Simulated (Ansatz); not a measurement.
System: H$_{3}$BPO, charge 0, doublet. H3BPO (SMILES OB[PH], doublet).
B3LYP-D3(BJ)/def2-TZVP minimum from Ansatz (a quantum-chemistry and plane-wave program):
```xyz
6

B     -0.2389    -0.7295     0.3583
H     -1.1719    -1.4639     0.4722
O      0.8802    -1.0746     1.0393
H      1.6249    -0.4703     0.9348
P     -0.3325     0.9161    -0.6626
H     -1.3121     0.4363    -1.5738
```
Charge 0, spin multiplicity 2.

Wanted: atomisation energy (electronic, to ground-state atoms), in kcal/mol. Radicals and triplets start from unrestricted determinants; spin-orbit coupling is neglected. CBS(X,Y): correlation extrapolated as X^-3, Hartree-Fock from the larger set. A bracket is a step between two methods taken in the basis named. The functionals are non-relativistic, so their misses hold any scalar relativity. 'core' is core correlation in cc-pwCVTZ (1s frozen past Ne), 'X2C' scalar relativity in cc-pVTZ-DK, both at CCSD(T). Where a partner has so few electrons that a lower coupled-cluster level is exact, that level stands in.

CCSD(T)/CBS(cc-pV(T+d)Z,cc-pV(Q+d)Z) + [CCSDT(Q) - CCSD(T)]/cc-pV(D+d)Z + core + X2C (Ansatz) gives 479.5 kcal/mol.

How far off this value is PBE/def2-TZVPD (Ansatz), in which direction, and which of these levels come nearer: r2SCAN/def2-TZVPD, B3LYP/def2-TZVPD, PBE0/def2-TZVPD, wB97M-V/def2-TZVPD, CCSD(T)/CBS(cc-pV(T+d)Z,cc-pV(Q+d)Z) + core + X2C?

PBE gives 488.7 kcal/mol, 9.2 kcal/mol above it. Differences of the others: r2SCAN/def2-TZVPD (Ansatz) 3.8; B3LYP/def2-TZVPD (Ansatz) 0.2; PBE0/def2-TZVPD (Ansatz) -1.3; wB97M-V/def2-TZVPD (Ansatz) 3.6; CCSD(T)/CBS(cc-pV(T+d)Z,cc-pV(Q+d)Z) + core + X2C (Ansatz) -0.7 kcal/mol. Nearer than PBE: r2SCAN/def2-TZVPD, B3LYP/def2-TZVPD, PBE0/def2-TZVPD, wB97M-V/def2-TZVPD, CCSD(T)/CBS(cc-pV(T+d)Z,cc-pV(Q+d)Z) + core + X2C.
